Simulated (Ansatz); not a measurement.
Total energies of B₄As₅H₁₆⁺, a cluster cut from zinc blende BAs (hydrogen-capped) from Ansatz at PBE0-D4/def2-SVP, gas phase (1 Eh = 27.2114 eV = 2625.5 kJ/mol). The reference geometry is relaxed at r2SCAN-D4/def2-SVP.

Cartesian coordinates in Å:
```
B 0.7502 1.7740 0.4173
B -2.4587 0.3459 -0.1432
B 1.0230 -0.6482 -2.1717
B 0.2356 -1.5663 1.1727
As 1.5525 1.1743 -1.3885
As -1.2985 1.9887 0.2702
As 1.0793 0.2277 1.7419
As -1.7937 -1.2257 0.9984
As 1.0563 -2.0397 -0.6622
H 1.2660 2.7967 0.8019
H -2.2196 0.0483 -1.2941
H -3.6154 0.5828 0.1158
H 1.8005 -0.9648 -3.0413
H -0.1381 -0.5444 -2.5056
H 0.4610 -2.4327 1.9841
H 1.2690 2.2580 -2.3919
H 3.0433 1.3302 -1.2360
H -1.5689 3.0666 -0.7429
H -1.7189 2.6935 1.5337
H 0.6078 0.6118 3.1196
H 2.5551 0.0558 1.9869
H -2.3146 -1.1788 2.4113
H -2.4274 -2.5026 0.5193
H 2.4460 -2.5386 -0.3628
H 0.4082 -3.3124 -1.1331
```

| state | geometry | energy (Eh) |
| --- | --- | --- |
| charge 1 singlet | reference | -11285.30828 |
| charge 2 doublet | reference | -11284.82127 |
| charge 0 doublet | reference | -11285.42565 |

(1) Work out the vertical ionisation energy to the doublet.

(2) Work out the vertical electron affinity, to the doublet.

(3) Give the fundamental gap IE − EA, the Mulliken electronegativity (IE + EA)/2 and the hardness (IE − EA)/2.

(1) E(charge 2 doublet) − E(charge 1 singlet) = -11284.82127 − (-11285.30828) = 0.48701 Eh = 13.25 eV. For comparison, −ε of the highest occupied level is 11.68 eV at this level, 1.57 eV less.

(2) E(charge 1 singlet) − E(charge 0 doublet) = -11285.30828 − (-11285.42565) = 0.11737 Eh = 3.19 eV.

(3) From the values in Eh: IE − EA = 0.48701 − 0.11737 = 0.36964 Eh = 10.06 eV; (IE + EA)/2 = 8.22 eV; (IE − EA)/2 = 5.03 eV. The HOMO–LUMO gap of the same run is 7.21 eV, 2.85 eV smaller than the fundamental gap.
